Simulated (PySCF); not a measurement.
**One molecule, a ladder of functionals, a line**

Molecule: `FC(F)C#C[SiH3]`, C3H4F2Si.

Molfile (atoms numbered from 1):
```
C3H4F2Si
     RDKit          3D

 10  9  0  0  0  0  0  0  0  0999 V2000
    2.9042    0.7382    0.0453 F   0  0  0  0  0  0  0  0  0  0  0  0
    2.1981   -0.4083    0.1168 C   0  0  0  0  0  0  0  0  0  0  0  0
    2.6153   -1.0922    1.2020 F   0  0  0  0  0  0  0  0  0  0  0  0
    0.7618   -0.1238    0.2123 C   0  0  0  0  0  0  0  0  0  0  0  0
   -0.4368    0.0770    0.2582 C   0  0  0  0  0  0  0  0  0  0  0  0
   -2.2456    0.3889    0.3667 Si  0  0  0  0  0  4  0  0  0  0  0  0
    2.4243   -1.0112   -0.7810 H   0  0  0  0  0  0  0  0  0  0  0  0
   -2.9149   -0.2044   -0.8256 H   0  0  0  0  0  0  0  0  0  0  0  0
   -2.4833    1.8595    0.4036 H   0  0  0  0  0  0  0  0  0  0  0  0
   -2.7715   -0.2440    1.6092 H   0  0  0  0  0  0  0  0  0  0  0  0
  1  2  1  0
  2  3  1  0
  2  4  1  0
  4  5  3  0
  5  6  1  0
  2  7  1  0
  6  8  1  0
  6  9  1  0
  6 10  1  0
M  END
```

GIAO shieldings (ppm, equivalent atoms averaged) in PySCF 2.14.0 with density-fitted response routines on the PBE0-D3(BJ)/def2-SVP geometry, basis pcSseg-2, gas phase, non-relativistic:

```csv
functional,exact exchange (%),σ(F1/F3),σ(C2),σ(C4),σ(Si6)
BLYP,0,276.9,61.1,66.5,414.3
BP86,0,281.0,65.9,69.6,422.5
PBE,0,279.2,65.8,69.1,424.6
B3LYP,20,292.8,68.7,70.0,423.8
mPW1PW91,25,299.5,74.2,73.2,434.1
BHandHLYP,50,311.4,79.2,75.3,438.6
HF,100,337.1,96.3,84.3,467.5
```

Problem. Fit each shielding as a line in the percentage of exact exchange.

Solution. σ(F1/F3) = 280.5 + 0.59 x (rms 2.4 ppm); σ(C2) = 64.2 + 0.32 x (rms 1.8 ppm); σ(C4) = 68.2 + 0.16 x (rms 1.2 ppm); σ(Si6) = 419.4 + 0.46 x (rms 4.0 ppm). The functionals also differ in their semilocal parts, which the line can't hold; Hartree–Fock has no correlation at all.

Problem. What does the line predict for PBE0 (25 %), and what does the run give?

Solution. σ(F1/F3): 295.2 predicted, 298.6 computed; σ(C2): 72.2 predicted, 74.8 computed; σ(C4): 72.2 predicted, 73.5 computed; σ(Si6): 430.9 predicted, 436.0 computed ppm.
